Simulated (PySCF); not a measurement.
# [BiF3]2+ at several levels of theory

Computed with PySCF 2.14.0 (density fitting, no spin-orbit coupling) at the geometry relaxed with PBE:

```xyz
4
[BiF3]2+ (singlet)
Bi   -0.0333    0.0000    0.0000
F     1.9685   -0.0014    0.0000
F    -0.9662    1.7710    0.0000
F    -0.9689   -1.7696    0.0000
```

```
 level                                 basis    state  HOMO (eV)  gap (eV)  charge on Bi1 (e)  dipole about the centre of mass (D)  largest force component (eV/Å)
   PBE    Bi def2-SVP with ECP60, F def2-SVP  singlet     -23.66      1.21               2.05                                 0.19                            0.04
r2SCAN                              the same  singlet     -24.30      1.74               2.16                                 0.21                            0.45
  BP86                              the same  singlet     -23.82      1.23               2.05                                 0.19                            0.04
 TPSSh                              the same  singlet     -24.75      2.64               2.15                                 0.21                            0.43
   PBE  Bi def2-TZVP with ECP60, F def2-TZVP  singlet     -23.77      1.30               2.05                                 0.19                            1.04
   PBE           Bi x2c-SVPall, F x2c-SVPall  singlet     -23.66      1.20               2.12                                 0.19                            0.49
```

Charges are Mulliken's, which hang on the basis. The relaxation used the grid (50, 194), these runs (75, 302) or, all-electron (x2c bases, spin-free X2C Hamiltonian), (99, 590).

**Question.** What does BLYP with Bi def2-SVP with ECP60, F def2-SVP give here?

**Answer.** state singlet, HOMO (eV) -23.56, gap (eV) 1.24, charge on Bi1 (e) 2.04, dipole about the centre of mass (D) 0.19, largest force component (eV/Å) 0.29. Time: 2.7 s on 2 threads of Arm Neoverse N1, on a shared host, from an already converged density.

In the first row's basis the gap widens with exact exchange: 1.2 to 1.7 eV for PBE, BP86, BLYP, r2SCAN (none); 2.6 eV for TPSSh (a fixed share).
